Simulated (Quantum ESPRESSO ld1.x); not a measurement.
The promethium ion Pm2+, configuration [Xe] 4f5. Calculated with ld1.x of Quantum ESPRESSO 7.5: Dirac Kohn-Sham, LDA (Slater exchange, VWN5 correlation), spin-unpolarised, spherical densities, point nucleus; open shells fill j = l - 1/2 first.

Normalised radial functions P(r) = r R(r) (large component), r in bohr:

r,5p3/2,5d3/2
0.002032,0.0020,0.0000
0.002365,0.0027,0.0000
0.002754,0.0036,0.0000
0.003206,0.0047,0.0001
0.003732,0.0063,0.0001
0.004344,0.0083,0.0001
0.005058,0.0109,0.0002
0.005888,0.0142,0.0003
0.0068,0.0183,0.0004
0.007916,0.0238,0.0006
0.009215,0.0307,0.0009
0.01073,0.0394,0.0013
0.01249,0.0502,0.0020
0.01454,0.0632,0.0029
0.01693,0.0788,0.0043
0.01971,0.0970,0.0063
0.02294,0.1175,0.0091
0.02649,0.1384,0.0129
0.03084,0.1610,0.0184
0.03591,0.1820,0.0259
0.0418,0.1988,0.0359
0.04866,0.2074,0.0490
0.05665,0.2034,0.0656
0.06595,0.1822,0.0857
0.07678,0.1401,0.1089
0.08938,0.0754,0.1340
0.1032,-0.0046,0.1572
0.1202,-0.1011,0.1774
0.1399,-0.1960,0.1884
0.1629,-0.2698,0.1842
0.1896,-0.3002,0.1594
0.2207,-0.2690,0.1104
0.257,-0.1685,0.0376
0.2991,-0.0089,-0.0530
0.3482,0.1788,-0.1488
0.4022,0.3395,-0.2285
0.4682,0.4409,-0.2821
0.5451,0.4322,-0.2881
0.6345,0.2995,-0.2379
0.7387,0.0626,-0.1335
0.86,-0.2301,0.0126
1.001,-0.5169,0.1809
1.165,-0.7408,0.3490
1.357,-0.8640,0.4961
1.567,-0.8779,0.6011
1.824,-0.7980,0.6659
2.124,-0.6526,0.6798
2.472,-0.4805,0.6447
2.878,-0.3168,0.5680
3.351,-0.1849,0.4628
3.901,-0.0943,0.3461
4.541,-0.0412,0.2350
5.286,-0.0151,0.1433
6.105,-0.0049,0.0800
7.107,-0.0012,0.0377
8.274,-0.0002,0.0151
9.632,0.0000,0.0050
11.21,0.0000,0.0013

5p3/2: eigenvalue -34.890 eV, 3 radial nodes at r = 0.102, 0.301, 0.764 bohr, <r> = 1.71 bohr, 90 % of the charge inside 2.50 bohr. 5d3/2 (empty): eigenvalue -13.891 eV, 2 radial nodes at r = 0.274, 0.850 bohr, <r> = 2.53 bohr, 90 % of the charge inside 3.85 bohr.
